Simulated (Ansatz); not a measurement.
`COc1ccc(C(F)(F)C(F)(F)OC)cc1` with charge +1. The state is a doublet with charge 1. Geometry PBE-D4/def2-SVP.

```xyz
26

C     3.1380   -3.1672   -0.3887
O     2.9361   -2.0191    0.4616
C     1.7760   -1.4009    0.5487
C     0.6006   -1.7750   -0.1795
C    -0.5581   -1.0446    0.0097
C    -0.5799    0.0542    0.9217
C    -1.8592    0.8444    1.1104
F    -1.9400    1.3206    2.3761
F    -2.9404    0.0649    0.8583
C    -1.8869    2.0625    0.1249
F    -3.0395    2.7475    0.2691
F    -0.8689    2.9102    0.4763
O    -1.7213    1.5639   -1.1292
C    -1.8270    2.5105   -2.2150
C     0.5884    0.4348    1.6338
C     1.7570   -0.2809    1.4559
H     2.9621   -2.8917   -1.4480
H     2.4621   -3.9908   -0.0824
H     4.1906   -3.4612   -0.2403
H     0.6136   -2.6268   -0.8725
H    -1.4796   -1.3037   -0.5298
H    -2.8537    2.9274   -2.2608
H    -1.0925    3.3312   -2.0847
H    -1.6116    1.9402   -3.1352
H     0.5484    1.2857    2.3279
H     2.6859   -0.0361    1.9916
```

(1) Estimate the α-spin orbital energies around the gap (eV) in Ansatz with PBE-D4/def2-SVP, PBE0-D4/def2-SVP.

## Answers

(1) 
| orbital | PBE-D4/def2-SVP | PBE0-D4/def2-SVP |
| --- | --- | --- |
| HOMO−5 | -12.83 | -14.67 |
| HOMO−4 | -12.05 | -13.63 |
| HOMO−3 | -11.66 | -13.43 |
| HOMO−2 | -11.62 | -12.94 |
| HOMO−1 | -11.06 | -12.54 |
| HOMO | -10.79 | -12.21 |
| LUMO | -6.62 | -6.07 |
| LUMO+1 | -6.27 | -5.55 |
| LUMO+2 | -3.21 | -2.35 |
| LUMO+3 | -2.90 | -1.98 |
| LUMO+4 | -2.88 | -1.73 |
| LUMO+5 | -2.47 | -1.39 |
| β HOMO | -10.84 | -12.32 |
| β LUMO | -10.27 | -9.73 |
